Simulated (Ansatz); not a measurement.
Ideal-gas functions of `[NH2][Ti]([NH2])([Cl])[Cl]` at 298.15 K and 1 bar, from an Ansatz frequency run at PBE0-D4/def2-TZVP.

Molar mass 150.82 g/mol, point group Cs (symmetry number 1), electronic degeneracy 1, moments of inertia 211.395, 318.307, 375.576 u Å². Harmonic wavenumbers (cm⁻¹, unscaled): 108, 111, 153, 169, 200, 208, 329, 408, 438, 450, 455, 547, 550, 739, 750, 1508, 1520, 3550, 3556, 3657, 3671.

Use S(trans) = R[1.5 ln M + 2.5 ln T − 1.1517]; rotational temperatures θ = 24.2544 K / I; S(rot) = R[ln(√π/σ · √(T³/θAθBθC)) + 1.5]; for each mode x = 1.438777 ν̃/T, S = R[x/(eˣ − 1) − ln(1 − e⁻ˣ)] and H = RT x/(eˣ − 1); 1 cm⁻¹ = 0.0119627 kJ/mol; R = 8.31446 J/(mol·K).

Q: By hand: the entropy, in J/(mol·K).

A: Translation 171.4. Rotation: θ = 0.1147, 0.0762, 0.0646 K, giving 119.4. Vibration, mode by mode: 13.83, 13.60, 11.02, 10.24, 8.92, 8.62, 5.29, 3.91, 3.48, 3.33, 3.27, 2.30, 2.28, 1.10, 1.05, 0.05, 0.05, 0.00, 0.00, 0.00, 0.00, in all 92.3. Electronic 0.0. Sum 383.1 J/(mol·K).

Q: By hand: H − E and G − E in kJ/mol, counted from the electronic energy.

A: Zero-point energy ½ × 23077 × 0.0119627 = 138.0; thermal vibration 15.4; translation, rotation and pV give 4 RT = 9.9. H − E = 163.3 kJ/mol, and G − E = 163.3 − 298.15 × 383.1/1000 = 49.1 kJ/mol.

Vibration gives 24 % of the entropy, 27.4 J/(mol·K) of it from the modes under 150 cm⁻¹: soft modes count most, and the harmonic formula is weakest for them. The sum counts one conformer and one mirror image; others add a mixing term.
